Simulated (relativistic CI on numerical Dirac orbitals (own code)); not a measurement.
Charge states of germanium

Computed by Dirac-Coulomb-Breit CI, KLI orbitals optimised for each configuration, a model potential for QED, valence Slater integrals scaled by 0.9 (own radial code, finite nucleus).

Each species is treated in one configuration, given outside its closed core. Radial values are for the open shell of highest l, unscaled and averaged over j; ζ includes the Breit term. Labels give the leading LS character, summed over repeated terms.

| Ion | Configuration | Its lowest level | LS weight (%) | Next level | E (cm⁻¹) | ⟨r⟩ (bohr) | ⟨r²⟩ (bohr²) | g_J | g√(J(J+1)) |
| --- | --- | --- | --- | --- | --- | --- | --- | --- | --- |
| Ge | 3d10 4s2 4p2 | 3P_0 | 100 | 3P_1 | 523.59 | 2.931 | 10.19 |  | 0.00 |
| Ge+ | 3d10 4s2 4p | 2P°_1/2 | 100 | 2P°_3/2 | 1733.8 | 2.602 | 7.839 | 0.666 | 0.58 |
| Ge2+ | 3d10 4s2 | 1S_0 | 100 |  |  |  |  |  | 0.00 |
| Ge3+ | 3d10 4s | 2S_1/2 | 100 |  |  | 1.861 | 3.927 | 2.002 | 1.73 |
| Ge4+ | 3d10 | 1S_0 | 100 |  |  |  |  |  | 0.00 |
| Ge5+ | 3d9 | 2D_5/2 | 100 | 2D_3/2 | 4490.9 | 0.6796 | 0.5693 | 1.200 | 3.55 |
| Ge6+ | 3d8 | 3F_4 | 100 | 3F_3 | 4002.9 | 0.6525 | 0.5194 | 1.249 | 5.59 |
| Ge7+ | 3d7 | 4F_9/2 | 99 | 4F_7/2 | 3462.6 | 0.6286 | 0.478 | 1.331 | 6.62 |
| Ge8+ | 3d6 | 5D_4 | 99 | 5D_3 | 2519.5 | 0.6073 | 0.4429 | 1.498 | 6.70 |
| Ge9+ | 3d5 | 6S_5/2 | 99 | 4G_5/2 | 57436 | 0.5879 | 0.4126 | 1.998 | 5.91 |
| Ge10+ | 3d4 | 5D_0 | 98 | 5D_1 | 856.11 | 0.5702 | 0.3862 |  | 0.00 |
| Ge11+ | 3d3 | 4F_3/2 | 99 | 4F_5/2 | 2539.6 | 0.5539 | 0.3628 | 0.403 | 0.78 |
| Ge12+ | 3d2 | 3F_2 | 98 | 3F_3 | 4867.6 | 0.5389 | 0.342 | 0.671 | 1.64 |
| Ge13+ | 3d | 2D_3/2 | 100 | 2D_5/2 | 7622.5 | 0.5248 | 0.3233 | 0.798 | 1.55 |
| Ge14+ | 3s2 3p6 | 1S_0 | 100 |  |  |  |  |  | 0.00 |
| Ge15+ | 3s2 3p5 | 2P°_3/2 | 100 | 2P°_1/2 | 48473 | 0.5428 | 0.3397 | 1.332 | 2.58 |
| Ge16+ | 3s2 3p4 | 3P_2 | 89 | 3P_0 | 34328 | 0.5351 | 0.3299 | 1.442 | 3.53 |
| Ge17+ | 3s2 3p3 | 4S°_3/2 | 85 | 2D°_3/2 | 56545 | 0.5276 | 0.3206 | 1.886 | 3.65 |
| Ge18+ | 3s2 3p2 | 3P_0 | 90 | 3P_1 | 34261 | 0.5204 | 0.3118 |  | 0.00 |
| Ge19+ | 3s2 3p | 2P°_1/2 | 100 | 2P°_3/2 | 55419 | 0.5135 | 0.3035 | 0.664 | 0.57 |
| Ge20+ | 3s2 | 1S_0 | 100 |  |  |  |  |  | 0.00 |
| Ge21+ | 3s | 2S_1/2 | 100 |  |  | 0.5129 | 0.2988 | 2.000 | 1.73 |
| Ge22+ | 2s2 2p6 | 1S_0 | 100 |  |  |  |  |  | 0.00 |
| Ge23+ | 2s2 2p5 | ? | ? | ? | ? | ? | ? | ? | ? |

Fill in the row of Ge23+.

Its lowest level 2P°_3/2; LS weight (%) 100; Next level 2P°_1/2; E (cm⁻¹) 263260; ⟨r⟩ (bohr) 0.1767; ⟨r²⟩ (bohr²) 0.03794; g_J 1.328; g√(J(J+1)) 2.57.

With one configuration, terms of near-neutral atoms and ions can be 10 to 25 % off, and close levels can change places.
